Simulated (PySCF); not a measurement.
**LDA on Pm(2+) (promethium, charge +2)**

Configuration: [Xe] 4f4 6s1, one real determinant (an excited configuration). Calculation: PySCF 2.14, in ANO-RCC-VTZP (8s7p5d3f2g1h, 104 functions); the spin-free X2C one-electron Hamiltonian (Gaussian nucleus).

- Total energy: -10010.85 hartree
- One-electron energy: -13634.43 hartree
- Hartree (Coulomb) energy: 3847.02 hartree
- Exchange-correlation energy: -223.44 hartree
- ⟨S²⟩: 8.7508
- ⟨L²⟩: 34.001
- Sum of ⟨r⟩: 36.96 bohr
- Sum of ⟨r²⟩: 52.39 bohr²
- Traceless quadrupole moment −½Σ⟨3z² − r²⟩ along its main axis: 0.0403 e·bohr²
- Langevin diamagnetic susceptibility: -41.5 ×10⁻⁶ cm³/mol

```tsv
shell	electrons	mean orbital energy (eV)	spread (eV)	rms radius, mean of both spins (bohr)
1s α	1	-44878.1	0	0.0264
1s β	1	-44878.1	0	0.0264
2s α	1	-7318.8	0	0.107
2s β	1	-7318.7	0	0.107
2p α	3	-6552.7	0.050	0.0959
2p β	3	-6552.7	0.052	0.0959
3s α	1	-1615.7	0	0.279
3s β	1	-1614.4	0	0.279
3p α	3	-1374.1	0.247	0.278
3p β	3	-1372.7	0.308	0.278
3d α	5	-1036.6	0.251	0.256
3d β	5	-1035.6	0.377	0.256
4s α	1	-340.61	0	0.630
4s β	1	-337.36	0	0.630
4p α	3	-260.78	0.355	0.668
4p β	3	-257.54	0.503	0.668
4d α	5	-146.74	0.390	0.739
4d β	5	-143.53	0.776	0.739
5s α	1	-62.226	0	1.50
5s β	1	-60.433	0	1.50
5p α	3	-42.059	0.128	1.73
5p β	3	-40.614	0.192	1.73
4f α	4	-25.374	0.407	1.06
6s α	1	-16.222	0	3.89
```

⟨L²⟩ = 34.00 against 42 for a pure I term, so this real determinant mixes terms. Spin-orbit coupling, absent here, splits the open shell strongly.

Densities and radii are taken from the X2C orbitals without a picture-change correction, which distorts them close to the nucleus.
